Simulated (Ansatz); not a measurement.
Z-matrix (Å, degrees):
```
B
Sb 1 2.207
H 1 1.194 2 119.5
H 1 1.192 2 119.6 3 -173.6
Te 2 2.750 1 95.9 3 -140.0
H 2 1.706 1 95.0 3 -41.8
H 5 1.658 2 91.5 1 -148.2
```

Total charge 0; spin multiplicity 1. Sb, Te: def2 effective core potential.

Problem. List the PBE/def2-TZVPP orbital energies in eV (the Gaussian-basis code of Ansatz). (Best estimate.)

Solution. The calculation gave: Occupied: -177.87, -164.43, -149.76, -114.81, -114.75, -114.50, -102.71, -102.61, -102.52, -40.92, -40.89, -40.68, -40.63, -40.58, -33.05, -33.01, -32.93, -32.88, -32.84, -16.17, -14.17, -11.80, -9.15, -8.78, -8.00, -7.32, -6.25, -5.46. Lowest empty: -3.44, -2.08, -0.97, -0.57, 0.03, 1.63, 1.95, 2.21.
